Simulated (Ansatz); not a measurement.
```csv
atom,x (Å),y (Å),z (Å)
F,0.0000,0.0000,-0.6882
F,0.0000,0.0000,0.6882
```

Basis set: 6-31G* (spherical functions). Left uncorrelated: 2 orbitals. Charge 0, multiplicity 1.

Computed with Ansatz (development build ahead of 0.2.0); each method stands on the lowest determinant of its kind that the runs found. Restricted open shells among the atoms or ions are ROHF, correlated in semicanonical orbitals with singles.

Task: Give the atomization energy at this shape (free ground-state atoms in the same class of orbitals less the molecule, no zero-point energy) of singlet F2 by RHF-MP2, RHF.

Result:

```json
{"method": "RHF-MP2", "atomization energy": "1.56 eV"}
{"method": "RHF", "atomization energy": "-1.30 eV"}
```

Caution for RHF: the molecule lies well above its atoms at this level.
